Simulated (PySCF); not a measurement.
A species of formula C5H7NO has this rotational fingerprint, computed with PBE0-D3(BJ)/def2-SVP geometry optimisation, gas phase in PySCF:

| Item | Value |
| --- | --- |
| Rotational constants | A = 10298, B = 1342, C = 1206 MHz |
| Dipole components | \|μa\| = 1.69 D, \|μb\| = 2.20 D, \|μc\| = 0.00 D |
| Inertial defect | -6.66 u·Å² |
| κ | -0.97 |

Task: Which structure is it? (One computed conformer of each.)
A. `C#CC(=O)N(C)C`
B. `[CH2:1]=[N:2][C:3]1=[C:4]([O:5][CH3:6])[CH2:7]1` with C1–N2–C3–C4 -179°, C3–C4–O5–C6 -179°
C. `[CH2:1]=[CH:2][C:3](=[CH2:4])[NH:5][CH:6]=[O:7]` with C1–C2–C3–C4 180°, C2–C3–N5–C6 180°, C3–N5–C6–O7 0°
D. `[N:1]#[C:2][C@H:3]1[CH2:4][CH2:5][O:6][CH2:7]1` with C2–C3–C4–C5 118°, C3–C4–C5–O6 28°, C4–C5–O6–C7 -44°, C5–O6–C7–C3 41°

Result: B. It is C=NC1=C(OC)C1, a near-prolate asymmetric top. The candidates at the same level (rigid rotor, commonest isotopes):

```json
{"SMILES": "C#CC(=O)N(C)C", "A (MHz)": "4436", "B (MHz)": "2210", "C (MHz)": "1503", "μa (D)": "0.76", "μb (D)": "3.71", "μc (D)": "0.00", "Δ (u·Å²)": "-6.43", "point group": "Cs", "rotor": "asymmetric top"}
{"SMILES": "C=CC(=C)NC=O", "A (MHz)": "5944", "B (MHz)": "1746", "C (MHz)": "1350", "μa (D)": "2.88", "μb (D)": "1.97", "μc (D)": "0.00", "Δ (u·Å²)": "0.00", "point group": "Cs", "rotor": "asymmetric top"}
{"SMILES": "C=NC1=C(OC)C1", "A (MHz)": "10298", "B (MHz)": "1342", "C (MHz)": "1206", "μa (D)": "1.69", "μb (D)": "2.20", "μc (D)": "0.00", "Δ (u·Å²)": "-6.66", "point group": "near Cs", "rotor": "near-prolate asymmetric top"}
{"SMILES": "N#C[C@H]1CCOC1", "A (MHz)": "6156", "B (MHz)": "1918", "C (MHz)": "1651", "μa (D)": "2.57", "μb (D)": "0.84", "μc (D)": "1.12", "Δ (u·Å²)": "-39.35", "point group": "C1", "rotor": "asymmetric top"}
```

`N#C[C@H]1CCOC1` has B 43 % too high; `C=CC(=C)NC=O` has A 42 % too low; `C#CC(=O)N(C)C` has B 65 % too high. No structure here is proved a minimum.
